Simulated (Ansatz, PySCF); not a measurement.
This PySCF input computes a PBE/def2-TZVPD energy:

```python
from pyscf import gto, scf, dft

mol = gto.M(
    atom='''
    S    -0.00000000   -0.00000000   -0.57933392
    F     0.00000000    0.00000000    1.02992697
    ''',
    basis='def2-tzvpd',
    charge=0,
    spin=1,
    symmetry='C2v',
    verbose=4,
)

mf = dft.UKS(mol, xc='pbe').density_fit(auxbasis='def2-universal-jkfit')
mf.grids.level = 3
mf.conv_tol = 1e-9
mf.max_cycle = 100
mf.max_memory = 1500
mf.kernel()
if not mf.converged:
    mf = mf.newton()
    mf.kernel(mf.make_rdm1())
mf.analyze()
```

Task: Write an input for the same energy in Ansatz (an electronic-structure program) and say what it gives.

Result: 
Ansatz 0.2 input:
```yaml
crystal:
  periodic: [false, false, false]
  atoms:
    - {symbol: S, position_ang: [-0.00000000, -0.00000000, -0.57933392]}
    - {symbol: F, position_ang: [0.00000000, 0.00000000, 1.02992697]}
basis:
  gaussian:
    orbitals: def2-TZVPD
hamiltonian:
  xc: {name: PBE}
magnetization: {spin_polarized: true, initial_magnetization: 1}
output: {forces: true}
```
It gives -497.76059 Eh, and PySCF -497.76062 Eh, a difference of 0.03 mEh, from the treatment of integrals and grids.
